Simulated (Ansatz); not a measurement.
`[SiH3][O][GeH2][Cl]` + H₂ → `[Cl][GeH3]` + `O[SiH3]` at 600 K and 1 bar (hydrogenolysis of a Ge–O bond).

Gas-phase electronic energies from Ansatz, PBE0-D4/def2-TZVP geometries. CCSD(T)/CBS adds triple-zeta CCSD(T) − MP2 to the extrapolated MP2 energy (def2 sets, frozen cores). This one scheme is used for every species. For Ge outer-core shells are correlated without core-valence functions, which leaves a few kJ/mol of doubt a bond. Scalar relativity is left out up to krypton. One conformer a species, not always the lowest.

```
              species  CCSD(T)/CBS energy (Eh)  H − E (kJ/mol)  S (J/(mol·K))
`[SiH3][O][GeH2][Cl]`              -2903.24621           183.5          459.8
                   H₂                 -1.17544            43.9          150.8
         `[Cl][GeH3]`              -2537.71925            96.6          309.8
            `O[SiH3]`               -366.69042           135.7          307.9
```

H − E and S are ideal-gas, rigid-rotor, harmonic terms from PBE0-D4/def2-TZVP, for one conformer and one mirror image of each species. For small species the MP2-based limit differs from directly extrapolated CCSD(T) by up to some mEh (0.8 for H₂); such offsets cancel only in part. 1 Eh = 2625.50 kJ/mol, R = 8.31446 J/(mol·K).

Task: By hand: ΔE, ΔH, ΔS and ΔG.

Result: ΔE = (-2537.71925) + (-366.69042) − (-2903.24621) − (-1.17544) = 0.01198 Eh = 31.5 kJ/mol. Δ(H − E) = 96.6 + 135.7 − 183.5 − 43.9 = 4.9, so ΔH = 36.4 kJ/mol. ΔS = 309.8 + 307.9 − 459.8 − 150.8 = 7.1 J/(mol·K). ΔG = 36.4 − 600 × (7.1)/1000 = 32.1 kJ/mol.

Task: By hand: the equilibrium constant, and the temperature at which ΔG would vanish if ΔH and ΔS stayed fixed.

Result: log₁₀ K = −ΔG/(RT ln 10) = -2.8. ΔG = 0 at ΔH/ΔS = 5127 K, far beyond where these terms or the molecules hold.

The number of gas molecules stays the same, so ΔS is small and ΔH decides. A doubt of 5 kJ/mol in ΔE shifts log₁₀ K by 0.4 here. Other conformers and mirror images would add mixing entropy, several J/(mol·K) or more a flexible species. Modes under 60 cm⁻¹, often nearly free rotors, make the harmonic entropy too high. These are equilibria of isolated gas molecules and say nothing of rates. Largest T1 diagnostic: 0.011 (customary marks: 0.02 for closed shells, 0.045 for open ones).
